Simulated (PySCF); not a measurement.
**Frontier orbitals and the lowest excitations**

Compound: C8H8.
Atom-mapped SMILES: `[CH:1]1=[CH:2]\[CH:3]=[CH:4]/[CH:5]=[CH:6]\[CH:7]=[CH:8]/1` (hydrogens: H9 on C1; H10 on C2; H11 on C3; H12 on C4; H13 on C5; H14 on C6; H15 on C7; H16 on C8)

Geometry (PBE0-D3(BJ)/def2-SVP, Å), atoms numbered from 1 in this order:
```
atom  x, y, z in Å
C1    -1.4991   -0.7318    0.4634
C2    -0.5154   -1.6299    0.2992
C3     0.6599   -1.5071   -0.5728
C4     1.5656   -0.5167   -0.5764
C5     1.5844    0.6684    0.2908
C6     0.6008    1.5667    0.4548
C7    -0.7164    1.5676   -0.1945
C8    -1.6221    0.5772   -0.1908
H9    -2.3478   -1.0222    1.0953
H10   -0.6237   -2.5963    0.8073
H11    0.8429   -2.3614   -1.2365
H12    2.4305   -0.6248   -1.2428
H13    2.5387    0.8664    0.7946
H14    0.8147    2.4409    1.0824
H15   -1.0059    2.5147   -0.6667
H16   -2.5932    0.7784   -0.6601
```

Method: TDDFT PBE0/def2-SVPD, vertical, gas phase, core orbitals frozen in the response (PySCF 2.14.0, density-fitted response routines).

Frontier orbitals with the atoms that hold most of them (Löwdin shares over 4%, at most four atoms; ? is withheld):

| orbital | ε (eV) | atoms |
| --- | --- | --- |
| LUMO+2 | 0.42 | C4 14%, C8 14%, C5 10%, C1 10% |
| LUMO+1 | 0.42 | C2 14%, C6 14%, C3 10%, C7 10% |
| LUMO | ? | ? |
| HOMO | -6.18 | ? |
| HOMO-1 | -7.82 | C2 17%, C6 17%, C3 12%, C7 12% |
| HOMO-2 | -7.82 | C4 17%, C8 17%, C5 12%, C1 12% |
| HOMO-3 | -8.93 | C7 11%, C1 11%, C8 11%, C6 11% |

Q: Which atoms hold the HOMO, and with what shares?

A: C7 (bonded to 2 C and H) 11%; C2 (bonded to 2 C and H) 11%; C8 (bonded to 2 C and H) 11%; C6 (bonded to 2 C and H) 11%.

Q: Which atoms hold the LUMO, and with what shares?

A: C8 (bonded to 2 C and H) 11%; C7 (bonded to 2 C and H) 11%; C5 (bonded to 2 C and H) 11%; C2 (bonded to 2 C and H) 11%.

Q: What is the LUMO energy, and the HOMO–LUMO gap?

A: ε(LUMO) = -1.46 eV; the gap is 4.72 eV (0.1736 hartree).

Within 0.005 eV of a neighbour in this list lie HOMO-2/HOMO-1 and LUMO+1/LUMO+2 (point group found: D2d); within a degenerate set the shares of single atoms can hang on how the components are chosen.

Q: How does S1 compare with the orbital gap of 4.72 eV?

A: S1 is at 3.46 eV (f = 0.0000), 1.26 eV below the gap, made of HOMO→LUMO (100%). Without the coupling terms of the response equations the lowest excitation would equal the gap.

Next come S2 at 5.18 eV (f 0.0024), HOMO-2/HOMO-1→LUMO (60%), HOMO→LUMO+1/LUMO+2 (38%); S3 at 5.18 eV (f 0.0023), HOMO-2/HOMO-1→LUMO (60%), HOMO→LUMO+1/LUMO+2 (38%); S4 at 6.09 eV (f 0.316), HOMO→LUMO+1/LUMO+2 (≥54%), HOMO-2/HOMO-1→LUMO (≥32%); S5 at 6.09 eV (f 0.315), HOMO→LUMO+1/LUMO+2 (≥54%), HOMO-2/HOMO-1→LUMO (≥32%).

Orbitals of the list HOMO-3 to LUMO+2 that lie within 0.01 eV of each other are written together with a slash and their weights summed (≥ marks a lower bound); for degenerate orbitals outside that list single weights are arbitrary.

Löwdin shares depend on the basis, the more so with diffuse functions.

One conformer stands for the species.
